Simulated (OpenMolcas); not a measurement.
## Co3+: ligand-field states by method

Co3+ with 4 ligands (fluoride) in square-planar coordination (D4h) at 1.69 Å. A charge of +0.25 e stands 2.6 Å behind each ligand. Ligand basis ANO-RCC-VDZP.
```
Co    0.0000    0.0000    0.0000
F     1.6900    0.0000    0.0000
F     0.0000    1.6900    0.0000
F    -1.6900    0.0000    0.0000
F     0.0000   -1.6900    0.0000
```

```json
{
  "Program": "OpenMolcas 26.06",
  "Basis": "ANO-RCC-VDZP [5s4p2d1f]",
  "Scalar Hamiltonian": "DKH2, point nucleus",
  "Active space": "6 electrons in 5 orbitals (3d)",
  "State averaging": "2S+1 = 5 even, 5 roots; 2S+1 = 3 even, 45 roots; 2S+1 = 1 even, 50 roots",
  "Spin-orbit coupling": "RASSI with atomic mean-field integrals over the reference wave functions"
}
```

I. CASSCF
II. SS-CASPT2, IPEA 0.25 Eh, imaginary shift 0.1 Eh (closed shells correlated: 3s 3p and the ligand valence shells)

Spin-free states (labels of D4, the rotations of D4h) in cm-1, each column counted from its own energy of the first state listed:

| State | Degeneracy | I | II |
| --- | --- | --- | --- |
| 2S+1 = 5 | 1 | 0 | 0 |
| 5E | 2 | 2771 | 4380 |
| 2S+1 = 3 | 1 | 4198 | -6930 |
| 3E | 2 | 4858 | -5850 |
| 2S+1 = 3 | 1 | 6845 | -2610 |

II puts a state of multiplicity 3 lowest, 6900 cm-1 below that state.

From I to II, I's first state of the same spin (5E) moves from 2771 to 4380 cm-1, by about +1600 cm-1.

From I to II, I's first state of another spin (2S+1 = 3) moves from 4198 to -6930 cm-1, by about -11000 cm-1.

χT at 300 K: I 3.64, II 2.15 cm3 K/mol.

Over all roots computed the reference weight is 0.72 to 0.78 in II; the roots of lowest weight are the least certain, and an intruder state may touch them. The least metal-like active orbital is 82 % on the metal (Löwdin) and no ligand orbital is active, so the numbers are rough. Ligand-to-metal charge-transfer states are missing. With no ligand orbital active B as a rule stays too high, so bands that hang on it stand too high and its fall with covalency is understated. Without dynamic correlation the repulsion within the d shell is too large (B by tens of per cent), so at a given field states of lower spin stand too high (holds for I). This shell can be high or low spin here, a state of another spin lies low, and with metal d orbitals alone active their balance is uncertain, so the ground spin may be wrong (holds for I). With metal d orbitals alone and no dynamic correlation the field as a rule comes out too small, by tens of per cent, by up to half for chloride and softer ligands, and the orbital part of g and χT, which goes as 1/10Dq, too large (holds for I). This shell can be high or low spin here, a state of another spin lies low, and with metal d orbitals alone active their balance is uncertain, so the ground spin may be wrong, although the usual error favours high spin (holds for II). A single d shell leaves out the double-shell effect, which counts most for late 3d ions, where the CASPT2 field can be off either way by tens of per cent (holds for II). The distance lies 6 % under the 1.79 Å that this model takes as the normal distance (a Shannon-type radius plus a fixed donor radius); by an R⁻⁵ law this alone changes a d-shell field by about +33 %. No measured value stands beside these numbers; the geometry was imposed, not optimised, and the real ion may take another.

A state without a sure symmetry label is named by its multiplicity alone.
